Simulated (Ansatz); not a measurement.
`[CH2]1[O][AlH][GeH2]1`, relaxed with RKS PBE0-D4/def2-TZVP in Ansatz 0.2.0 from a PBE-D4/def2-SVP geometry. The force threshold is 0.005 eV/Å; the program also tests the step.

Total charge 0; spin multiplicity 1.

Start:

```xyz
9

C     0.521    0.358    0.926
O    -0.861    0.722    1.050
Al   -1.671    0.157   -0.402
Ge    0.623   -0.586   -0.885
H     0.830   -0.316    1.755
H     1.173    1.259    0.954
H    -3.232    0.358   -0.675
H     1.070   -2.075   -0.802
H     1.547    0.121   -1.920
```

```csv
step,energy (eV),largest force (eV/Å),largest move (Å)
1,-66268.7056,0.515,0.000
2,-66268.7367,0.344,0.033
3,-66268.7425,0.063,0.014
4,-66268.7427,0.033,0.004
5,-66268.7427,0.018,0.003
6,-66268.7427,0.006,0.003
7,-66268.7427,0.001,0.001
```

End:

```xyz
9

C     0.525    0.351    0.914
O    -0.854    0.714    1.038
Al   -1.651    0.163   -0.385
Ge    0.619   -0.581   -0.877
H     0.816   -0.309    1.736
H     1.154    1.245    0.945
H    -3.195    0.351   -0.674
H     1.056   -2.056   -0.795
H     1.529    0.122   -1.903
```

Hardware: 4 threads of an Arm Neoverse V1 on a shared host. Wall time 24 s, peak host memory 0.47 GiB.
